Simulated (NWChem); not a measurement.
# GaPH4O2; SMILES [OH][Ga]([OH])[PH2]

```xyz
8

Ga     0.0082     0.3220    -0.0067
O     -1.5421     1.2110    -0.0068
H     -1.4835     2.1710     0.0199
O      1.5508     1.2234     0.0341
H      1.4837     2.1829     0.0610
P      0.0164    -1.9716     0.0682
H      1.0751    -2.0548    -0.8874
H     -1.0157    -2.0632    -0.9154
```
Atoms are numbered in this order, from 1.

Level: PBE0/def2-SVP (NWChem), optimised geometry, unscaled harmonic frequencies. 

```csv
frequency (cm⁻¹),IR intensity (km/mol)
91,5.7
113,0.0
157,4.2
190,38.3
237,0.1
336,249.3
362,10.0
604,2.5
661,56.0
684,73.4
721,156.6
732,82.1
804,9.8
1088,16.9
2408,23.2
2426,35.3
3917,13.3
3919,104.9
```

The zero-point energy is 27.8 kcal/mol and the thermal correction to the enthalpy at 298.15 K (with zero-point energy) comes out as 33.1 kcal/mol. The heat capacity Cv is 23.8 cal/(mol K) and the entropy at 298.15 K and 1 atm (symmetry number 1) comes out as 85.2 cal/(mol K). The dipole moment is 1.95 D.

Rigid rotor and harmonic oscillator; modes under 100 cm⁻¹ make the entropy uncertain.
